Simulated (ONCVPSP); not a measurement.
## Transferability test, ONCV potential for Li

ONCVPSP 4.0.1 input, shortened (lines: element, Z, core and valence counts, functional; n l f; lmax; l rc ep ncon nbas qcut; lloc lpopt rc5 dvloc0; l nproj debl; icmod fcfact rcfact), PBE, fully relativistic:

```
  Li 3.00    0    2        4      upf
    1    0    2.00
    2    0    1.00
    2
    0    1.10    0.00    4    7    9.50
    1    1.00    0.14    4    8    9.40
    2    1.15    0.03    4    8    7.40
    4    5    0.95    1.00
    0    3    2.00
    1    2    0.90
    2    2    2.80
    0    0.00    0.00
```

Open shells are filled in proportion to 2j + 1.

Energies are relative to the spin-unpolarised reference configuration 1s2 2s1; without spin polarisation the order of configurations can differ from experiment.

Give the all-electron excitation energy and the error of the potential for: 1s2 2s0; 1s2 2s0.5; 1s2 2s0 2p1; 1s1 2s1.

```json
{"valence configuration": "1s2 2s0", "charge": "+1", "ΔE all-electron (eV)": "5.296", "error AE − PS (meV)": "+0.3"}
{"valence configuration": "1s2 2s0.5", "charge": "+0.5", "ΔE all-electron (eV)": "2.049", "error AE − PS (meV)": "+0.1"}
{"valence configuration": "1s2 2s0 2p1", "charge": "0", "ΔE all-electron (eV)": "1.787", "error AE − PS (meV)": "+0.4"}
{"valence configuration": "1s1 2s1", "charge": "+1", "ΔE all-electron (eV)": "68.407", "error AE − PS (meV)": "+901"}
```

Levels in the configuration 1s2 2s0:

```json
{"level": "1s j=1/2", "all-electron (eV)": "-60.414", "pseudo (eV)": "-60.386"}
```

These tests converged, but a pseudo level misses the all-electron one widely, so the file describes the atom poorly there or has found another state: 1s2 2s0 2p1: empty 2s by 3.4 eV.
